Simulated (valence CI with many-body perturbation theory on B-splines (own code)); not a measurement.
# Which ion has this spectrum?

A relativistic CI+MBPT calculation for an atom or ion with 49 electrons gives these levels (cm⁻¹):

```
  J  Parity       E     g
1/2     odd     0.0  0.67
5/2     odd    4022  0.86
7/2     odd    7374  1.14
3/2     odd   39128  1.33
5/2    even  142557  0.76
7/2    even  146431  1.15
3/2    even  148935  0.51
1/2    even  150600  2.55
7/2    even  151160  1.15
5/2    even  151342  1.02
9/2    even  153366  1.25
5/2    even  158947  0.91
7/2    even  162391  1.05
7/2    even  170399  0.67
```

The energies are calculated, with errors of perhaps 300 cm⁻¹, more in some levels.

Problem. Which is it?
A. Sm13+
B. Nd11+
C. Pr10+
D. La8+

Solution. C. Pr10+, ground level 5s2 5p 2P°_1/2.
